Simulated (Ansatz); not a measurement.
This geometry of CH5ClSi2Zn (10 atoms, charge 0, multiplicity 1) is a first-order saddle point.

Method: Ansatz 0.2.0, RKS LDA/def2-SVP.

```xyz
10
Properties=species:S:1:pos:R:3
Cl -0.215 2.632 -1.394
C -0.206 0.893 -1.181
Si 0.889 0.177 0.239
Si -0.171 -1.999 0.667
Zn -1.563 -0.177 -0.310
H 0.029 0.402 -2.152
H 2.300 -0.091 -0.234
H 0.923 1.228 1.320
H -1.764 -1.323 0.860
H -0.139 -1.792 2.189
```

(1) Which two structures does it join? (They come from a converged band through this point; their orientation in space is the band's.)

(2) How far does it lie above each of them?

## Answers

(1) No bond is made or broken. The dihedral C2–Si3–Si4–H10 goes from -53 to 136°.

Image 0:

```xyz
10
Properties=species:S:1:pos:R:3
Cl -0.156 2.733 -0.909
C -0.390 0.995 -0.841
Si 1.035 -0.063 -0.074
Si 0.008 -1.840 1.267
Zn -1.444 -0.048 0.432
H -0.644 0.620 -1.859
H 1.934 -0.653 -1.135
H 1.829 0.828 0.843
H -1.227 -1.919 0.228
H -0.861 -0.704 2.050
```

Image 8:

```xyz
10
Properties=species:S:1:pos:R:3
Cl -0.804 2.229 -0.799
C -0.105 0.696 -1.463
Si 0.965 -0.006 -0.063
Si -0.762 -0.897 1.330
Zn -1.549 -0.503 -0.825
H 0.321 0.868 -2.469
H 1.746 -1.185 -0.601
H 1.874 1.026 0.556
H -1.177 -0.012 2.476
H -0.425 -2.267 1.860
```

(2) 0.54 eV above the first and 0.93 eV above the second. This is the barrier of this one path; another mechanism may lie lower.

Time of the run: 3.3 min on 2 threads of Arm Neoverse V2 (shared host), peak memory 0.19 GiB.
